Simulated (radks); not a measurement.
Results of a calculation; reference values are marked as such.
Q: The mean radii <r> (bohr) of the occupied orbitals of an atom or ion are listed with their occupations. Code: a radial shooting solver on a logarithmic mesh with Libxc functionals. Model: scalar-relativistic Kohn-Sham, LDA (Slater exchange, VWN5 correlation), spin-polarised, spherical densities, finite nucleus; Fermi nuclear charge, rms radius of each element as measured or else 0.836 A^(1/3) + 0.57 fm.

| orbital | occ. | <r> |
|---|---|---|
| 1s up | 1 | 0.02003 |
| 1s down | 1 | 0.02003 |
| 2s up | 1 | 0.08448 |
| 2s down | 1 | 0.08441 |
| 2p up | 3 | 0.07495 |
| 2p down | 3 | 0.07487 |
| 3s up | 1 | 0.2100 |
| 3s down | 1 | 0.2104 |
| 3p up | 3 | 0.2066 |
| 3p down | 3 | 0.2071 |
| 3d up | 4 | 0.1837 |

Name the element and its charge. Open shells, if any, are filled with parallel spins first.

A: Z = 69, thulium, charge +47: Tm47+ in [Ar] 3d4. The 1s radius gives Z: for a bare nucleus <r> = (2 gamma + 1)/(2Z) with gamma = sqrt(1 - (Z/c)^2), 0.01977 bohr for Z = 69, and screening makes it slightly larger (0.02003 here). The occupations add up to 22, and the charge is Z minus that.
